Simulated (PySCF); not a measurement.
**Levels of Lu²⁺ from EOM-EA-GCCSD**

Reference: closed-shell Lu³⁺, [Xe] 4f14; one electron is added. Calculated with PySCF 2.14, two-component X2C-1e with screened spin-orbit coupling, x2c-TZVPPall-2c with one added diffuse shell each of s, p, d type (12s12p11d2f2g, 135 functions); frozen [Kr] 4d10; the 34 highest virtual spinors dropped; of the others 110 kept and the rest restored at second order. No Breit or QED terms. Binding energies in eV.

| level | Koopmans | second order | EOM-CCSD |
| --- | --- | --- | --- |
| 6s1/2 | 19.925 | 20.931 | 20.828 |
| 5d3/2 | 18.845 | 19.703 | 19.619 |
| 5d5/2 | 18.554 | 19.318 | 19.250 |
| 6p1/2 | 15.501 | 16.114 | 16.066 |
| 6p3/2 | 14.799 | 15.313 | 15.269 |
| 7s1/2 | 9.897 | 10.171 | 10.141 |
| 6d3/2 | 8.866 | 8.975 | 8.968 |
| 6d5/2 | 8.778 | 8.881 | 8.876 |
| 7p1/2 | 8.251 | 8.452 | 8.436 |

Electric-dipole lines between these computed levels:

| lower | upper | ΔE (eV) | vacuum wavelength (nm) |
| --- | --- | --- | --- |
| 6s1/2 | 6p1/2 | 4.762 | 260.3 |
| 6s1/2 | 6p3/2 | 5.559 | 223.0 |
| 6s1/2 | 7p1/2 | 12.393 | 100.0 |
| 5d3/2 | 6p1/2 | 3.553 | 348.9 |
| 5d3/2 | 6p3/2 | 4.350 | 285.0 |
| 5d3/2 | 7p1/2 | 11.184 | 110.9 |
| 5d5/2 | 6p3/2 | 3.981 | 311.5 |
| 6p1/2 | 7s1/2 | 5.925 | 209.3 |
| 6p1/2 | 6d3/2 | 7.098 | 174.7 |
| 6p3/2 | 7s1/2 | 5.128 | 241.8 |
| 6p3/2 | 6d3/2 | 6.301 | 196.8 |
| 6p3/2 | 6d5/2 | 6.393 | 193.9 |
| 7s1/2 | 7p1/2 | 1.706 | 726.8 |
| 6d3/2 | 7p1/2 | 0.533 | 2328 |

Quantum defects δ = n − Z_c √(13.6057 eV / E) with Z_c = 3: 6s1/2 3.575, 5d3/2 2.502, 5d5/2 2.478, 6p1/2 3.239, 6p3/2 3.168, 7s1/2 3.525, 6d3/2 2.305, 6d5/2 2.286, 7p1/2 3.190.

For comparison, the ionisation energy of Lu²⁺ is 20.959 eV (measured; NIST Atomic Spectra Database, ionization energies).

The highest levels are limited by the diffuse functions of the basis.
